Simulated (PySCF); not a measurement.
C10H15 (charge +1).
Atom-mapped SMILES: `[CH:1]1=[CH:2][CH2:3][C@@H:4]([CH:5]2[CH2:6][CH2:7][CH2:8][CH2:9]2)[CH+:10]1` (hydrogens: H11 on C1; H12 on C2; H13, H14 on C3; H15 on C4; H16 on C5; H17, H18 on C6; H19, H20 on C7; H21, H22 on C8; H23, H24 on C9; H25 on C10)

Geometry (PBE0-D3(BJ)/def2-SVP, Å), atoms numbered from 1 in this order:
```
atom  x, y, z in Å
C1     3.1956    0.7396    2.0930
C2     2.8691   -0.5466    1.6882
C3     1.7780   -0.5501    0.7111
C4     1.4043    0.9201    0.5410
C5    -0.0801    1.2941    0.8416
C6    -1.0464    0.6840   -0.1924
C7    -2.3054    0.3798    0.6132
C8    -1.7469   -0.1367    1.9353
C9    -0.5803    0.8127    2.2280
C10    2.3546    1.6141    1.4113
H11    3.9735    1.0138    2.8064
H12    3.3681   -1.4548    2.0440
H13    0.9447   -1.1884    1.0640
H14    2.1060   -1.0472   -0.2233
H15    1.5879    1.2722   -0.4960
H16   -0.1363    2.3920    0.7843
H17   -0.6356   -0.2584   -0.5944
H18   -1.2126    1.3502   -1.0514
H19   -2.8812    1.3050    0.7823
H20   -2.9753   -0.3310    0.1086
H21   -2.4865   -0.1641    2.7479
H22   -1.3837   -1.1718    1.8053
H23   -0.9333    1.6798    2.8063
H24    0.2065    0.3437    2.8415
H25    2.3809    2.7046    1.5131
```

Theory: PBE0-D3(BJ)/def2-SVP geometry optimisation, gas phase in PySCF.

Masses are those of the commonest isotopes; rigid-rotor values at the optimised geometry. The values belong to one conformer with, in the numbering `[CH:1]1=[CH:2][CH2:3][C@@H:4]([CH:5]2[CH2:6][CH2:7][CH2:8][CH2:9]2)[CH+:10]1`, C3–C4–C5–C6 -68°, C1–C2–C3–C4 -1°, C2–C3–C4–C5 -123°, C4–C5–C6–C7 146°, C5–C6–C7–C8 -39°.

(1) Give the principal moments of inertia and the rotational constants in MHz.

(2) Classify the top.

(3) Is it planar, by Δ = Ic − Ia − Ib?

(4) Where do the levels up to J = 4 lie, in K?

(5) Which lines would a microwave search look for?

(6) Estimate the classical rotational partition function at 10 K, 25 K and 500 K.

Results:

(1) Ia = 172.17, Ib = 585.78, Ic = 597.10 u·Å²; 505379 MHz·u·Å²/I gives A = 2935, B = 862.8, C = 846.4 MHz.

(2) A near-prolate asymmetric top; Ray's κ = -0.984.

(3) Not planar: Δ = Ic − Ia − Ib = -160.84 u·Å². For a rigid frame Δ = −2 Σ m c², so Σ m c² = 80.42 u·Å² lies off the ab plane: 25.51 from hydrogen and 54.91 from heavier atoms. The atom farthest from that plane is 2.19 Å away.

(4) Above 0(0,0), as E/k:
J = 1: 1(0,1) 0.082, 1(1,1) 0.181, 1(1,0) 0.182
J = 2: 2(0,2) 0.246, 2(1,2) 0.345, 2(1,1) 0.347, 2(2,1) 0.646, 2(2,0) 0.646
J = 3: 3(0,3) 0.492, 3(1,3) 0.590, 3(1,2) 0.594, 3(2,2) 0.892, 3(2,1) 0.892, 3(3,1) 1.391, 3(3,0) 1.391
J = 4: 4(0,4) 0.820, 4(1,4) 0.916, 4(1,3) 0.924, 4(2,3) 1.220, 4(2,2) 1.220, 4(3,2) 1.719, 4(3,1) 1.719, 4(4,1) 2.418, 4(4,0) 2.418
Those of J = 1 are B + C, A + C and A + B.

(5) The dipole components (about the centre of mass, as the species is charged) are |μa| = 5.80 D, |μb| = 0.28 D, |μc| = 0.45 D. The squared components, which scale the intensities, stand as 1.00 : 0.00 : 0.01 (a : b : c). Some lines, for components of 0.1 D or more:

| type | branch | J(Ka,Kc) | MHz | lower level (cm⁻¹) |
| --- | --- | --- | --- | --- |
| b | R | 3(0,3) ← 2(1,2) | 3071 | 0.240 |
| b | R | 1(1,1) ← 0(0,0) | 3782 | 0.000 |
| a | R | 3(0,3) ← 2(0,2) | 5127 | 0.171 |
| b | Q | 3(2,1) ← 3(1,2) | 6194 | 0.413 |
| b | Q | 2(2,0) ← 2(1,1) | 6218 | 0.241 |
| c | R | 2(2,0) ← 1(1,0) | 9653 | 0.127 |
| c | R | 2(2,1) ← 1(1,1) | 9669 | 0.126 |
| b | R | 2(2,0) ← 1(1,1) | 9669 | 0.126 |
| c | R | 3(2,2) ← 2(1,2) | 11394 | 0.240 |
| b | R | 3(3,1) ← 2(2,0) | 15531 | 0.449 |

(6) Point group C1, symmetry number σ = 1; q = (√π/σ)·√((kT/h)³/(ABC)), k/h = 20836.6 MHz/K: 3640 at 10 K, 14400 at 25 K, 1290000 at 500 K.

Stationary, but not proved a minimum. No vibrational averaging or centrifugal distortion is included, and the geometry carries the error of its method.

On one thread, Arm Neoverse N1 (aarch64), on a shared host, this took 8.3 min wall and 0.94 GiB of memory at its peak. That covers the optimisation of the geometry.
